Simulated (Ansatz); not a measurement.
CH$_{4}$FNOSi, SMILES `OC1(F)N[SiH2]1`, 9 atoms. Charge 0, multiplicity 1. All runs use 2 threads of an Arm Neoverse V1 on a shared host. Correlated methods freeze the cores.

Task: How many basis functions does each run have, and how long does it take in Ansatz? RKS PBE0-D4/def2-TZVP relaxation (16 steps); RKS BHLYP-D4/def2-TZVPP energy; RKS PBE0-D4/def2-SVP energy; RHF-MP2/def2-QZVPP energy; RKS PBE0-D4/def2-TZVP frequencies; RKS ωB97M-V/def2-SVP energy; RHF-CCSD(T)/def2-SVP energy; RKS ωB97M-V/def2-QZVPP energy; RKS HSE06 (plane-wave form)-D4/def2-TZVPP energy; direct RPA on PBE orbitals/def2-TZVPP energy; RHF-CCSD(T)/def2-TZVPP energy; RKS PBE0-D4/def2-QZVPP energy. (An estimate is asked.)

Result: The calculation gave: Other jobs shared the machine, so times are rough.

```tsv
level	job	functions	wall time	peak host memory (GiB)
RKS PBE0-D4/def2-SVP	energy	94	1.4 s	0.41
RKS BHLYP-D4/def2-TZVPP	energy	222	4.1 s	0.48
RKS HSE06 (plane-wave form)-D4/def2-TZVPP	energy	222	4.2 s	0.49
RHF-CCSD(T)/def2-SVP	energy	94	6 s	0.41
RKS ωB97M-V/def2-SVP	energy	94	6 s	0.41
direct RPA on PBE orbitals/def2-TZVPP	energy	222	7 s	0.5
RKS PBE0-D4/def2-QZVPP	energy	418	11 s	1.2
RKS ωB97M-V/def2-QZVPP	energy	418	26 s	1.4
RHF-MP2/def2-QZVPP	energy	418	28 s	2.2
RKS PBE0-D4/def2-TZVP	relaxation (16 steps)	185	73 s	0.42
RHF-CCSD(T)/def2-TZVPP	energy	222	2.7 min	3.7
RKS PBE0-D4/def2-TZVP	frequencies	185	2.9 min	0.41
```
